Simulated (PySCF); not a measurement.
## Static response to an electric field

Compound: C₆H₆O₃.
Structure used (GFN2-xTB), in Å, numbered top down from 1:
```xyz
15
C6H6O3 angstrom
O     -2.4983    0.1341    1.8023
C     -1.6667    0.0857    0.9341
C     -0.2058    0.1938    1.1036
C      0.4343    0.0740   -0.0695
C      1.8983    0.1116   -0.3475
O      2.7062    0.2219    0.7904
C     -0.5448   -0.1425   -1.1747
O     -0.2743   -0.3241   -2.3323
C     -1.9226   -0.1030   -0.5517
H      0.2406    0.3651    2.0681
H      2.1604   -0.7741   -0.9492
H      2.1192    0.9903   -0.9640
H      2.5429   -0.5277    1.3739
H     -2.5129    0.7220   -0.9542
H     -2.4808   -1.0192   -0.7513
```

Level: PBE0/def2-SVPD (PySCF), static field, nuclei fixed, core orbitals frozen in the response. The polarisability tensor in these axes (au):

```
x    93.89   0.12 -11.03
y     0.12  52.45   4.20
z   -11.03   4.20  92.72
```

Task: What are the eigenvalues, a third of the trace, and Δα (Δα² = ½Σ(αi − αj)² over the three pairs)?

Result: Principal values 51.97, 82.58 and 104.51 au; mean 79.69 au = 11.81 Å³ = 13.14 × 10⁻⁴⁰ C²·m²/J; Δα = 45.70 au (57 % of the mean).

Task: What is the dipole moment, and where does it point?

Result: (1.17, -0.80, 0.23) D, 1.44 D in size, pointing from the negative to the positive side. Measured along this direction, the outermost atoms are H14 at the negative end and H13 at the positive end.

Task: How large is μ²/3kT at 400 K beside α?

Result: In Gaussian units μ²/3kT = 12.51 Å³ against 11.81 Å³, a ratio of 1.06; the Debye molar polarisation (4π/3)N_A(α + μ²/3kT) is 61.4 cm³/mol, leaving out the vibrational part.

Task: What depolarisation ratio follows for Rayleigh scattering of linearly polarised light, taking the static tensor?

Result: ρ = 3Δα²/(45ᾱ² + 4Δα²) = 6266.4/(285763 + 8355.2) = 0.0213.

Task: Find the Langevin capture rate constant for H3O+ (19.018 u) meeting this molecule (126.032 u), k = 2.342 × 10⁻⁹ cm³/s × √(α in Å³ / reduced mass in u).

Result: The reduced mass is 16.52 u, so k = 1.98 × 10⁻⁹ cm³/s. The formula leaves out the permanent dipole, which adds to the capture rate.

Task: What are the principal values of the traceless quadrupole moment, Θ = ½Σq(3rr − r²1), about the centre of nuclear charge?

Result: -15.48, 0.47, 15.01 D·Å. The values depend on the origin, since the dipole doesn't vanish. The electronic extent ⟨r²⟩ about the same centre is 1240 bohr², a root-mean-square distance of 2.29 Å for the 66 electrons.

One conformer (not necessarily the lowest) at the GFN2-xTB geometry, without solvent, vibrations or thermal averaging.
